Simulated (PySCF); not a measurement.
**AlGa: energy against distance**

Set-up: PySCF, no relativity, basis sets Al def2-SVP, Ga def2-SVP. Energies in eV from Al + Ga in their ground configurations at the same level. State: ³Π (triplet), unpaired electrons σ ↑, π ↑.

All columns are r²SCAN. A positive dipole means Al(−)Ga(+).

```
R (Å)  E (eV)  μ (D)  Mulliken charge on Al (basis-dependent)  HOMO (eV)  LUMO (eV)  Mayer bond order  ⟨S²⟩
2.331  -1.221  -0.03                                     0.04      -4.08      -4.00              1.26  2.01
2.439  -1.445  -0.01                                     0.03      -4.12      -3.84              1.22  2.01
2.547  -1.565   0.01                                     0.03      -4.14      -3.70              1.19  2.01
2.629  -1.607   0.04                                     0.02      -4.15      -3.61              1.17  2.01
2.710  -1.618   0.06                                     0.02      -4.08      -3.52              1.15  2.01
2.791  -1.605   0.09                                     0.01      -4.00      -3.44              1.13  2.01
2.900  -1.561   0.13                                     0.01      -3.91      -3.35              1.11  2.01
3.035  -1.479   0.18                                     0.00      -3.80      -3.25              1.08  2.01
3.198  -1.357   0.22                                     0.00      -3.69      -3.14              1.06  2.01
3.415  -1.181   0.28                                    -0.01      -3.57      -3.03              1.04  2.01
```

A fit through these points gives, at Re = 2.702 Å, μ = 0.06 D and dμ/dR = 0.339 D/Å; the reduced mass is 19.39 u.

Problem. How strong is the fundamental in the double-harmonic approximation, I = 42.26·(dμ/dR)²/μred km/mol?

Solution. I = 42.26·(0.339)²/19.39 = 0.250 km/mol at r²SCAN.

Spin–orbit coupling is left out. The state is the lowest determinant that a PBE0 search found; another state may lie lower at other levels.
